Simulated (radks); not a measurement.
The numbers below are computed, except where a source is named.
Species: Nb III. Configuration: [Kr] 4d3 (the NIST ground configuration).

Level of theory: Dirac Kohn-Sham, BLYP, spin-unpolarised, spherical densities, finite nucleus; open shells fill j = l - 1/2 first; Fermi nuclear charge, rms radius 4.324 fm (a radial shooting solver on a logarithmic mesh with Libxc functionals).

Energy parts (hartree):
| part | energy |
|---|---|
| total | -3819.83814 |
| kinetic | 3954.23732 |
| electron-nucleus | -9199.30151 |
| Hartree | 1544.17074 |
| exchange-correlation | -118.94468 |

Orbitals (lengths in bohr, moments of r in powers of bohr; r(max) is where P^2 peaks):
| orbital | occ. | eigenvalue (hartree) | <r^4> | <r^2> | r(max) |
|---|---|---|---|---|---|
| 1s1/2 | 2 | -691.6445 | 7.986e-06 | 0.001757 | 0.02349 |
| 2s1/2 | 2 | -97.28113 | 0.001491 | 0.02938 | 0.1333 |
| 2p1/2 | 2 | -89.34224 | 0.0009947 | 0.02223 | 0.1038 |
| 2p3/2 | 4 | -85.82022 | 0.001108 | 0.02361 | 0.1076 |
| 3s1/2 | 2 | -16.75760 | 0.07890 | 0.2253 | 0.3957 |
| 3p1/2 | 2 | -13.76901 | 0.08269 | 0.2244 | 0.3832 |
| 3p3/2 | 4 | -13.19850 | 0.09057 | 0.2351 | 0.3924 |
| 3d3/2 | 4 | -7.91748 | 0.09862 | 0.2242 | 0.3327 |
| 3d5/2 | 6 | -7.81126 | 0.1016 | 0.2277 | 0.3354 |
| 4s1/2 | 2 | -2.78095 | 3.463 | 1.510 | 1.030 |
| 4p1/2 | 2 | -1.95162 | 5.447 | 1.850 | 1.103 |
| 4p3/2 | 4 | -1.87270 | 5.990 | 1.940 | 1.128 |
| 4d3/2 | 3 | -0.70163 | 32.02 | 4.138 | 1.442 |
| 4d5/2 | 0 | -0.69436 | 33.10 | 4.209 | 1.454 |
| 5s1/2 | 0 | -0.62793 | 161.0 | 10.47 | 2.737 |
| 5p1/2 | 0 | -0.46145 | 316.6 | 14.63 | 3.224 |
| 5p3/2 | 0 | -0.45200 | 338.9 | 15.15 | 3.289 |

The highest occupied level is 4d3/2 at -19.092 eV. For comparison, the ionisation energy in NIST's Atomic Spectra Database is 25.040 eV (semi-empirical). In exact Kohn-Sham theory the highest level is minus the ionisation energy, but local and semilocal functionals leave it too shallow, through self-interaction and a potential that decays too fast; potentials with the right tail come closer. Summed over all electrons, <r^2> = 31.20 bohr^2, which gives a Langevin (diamagnetic) susceptibility term of -24.7 x 10^-6 cm^3/mol.

Beside tabulated values, note that spin-unpolarised runs miss the spin-polarisation part of the exchange energy of open shells.
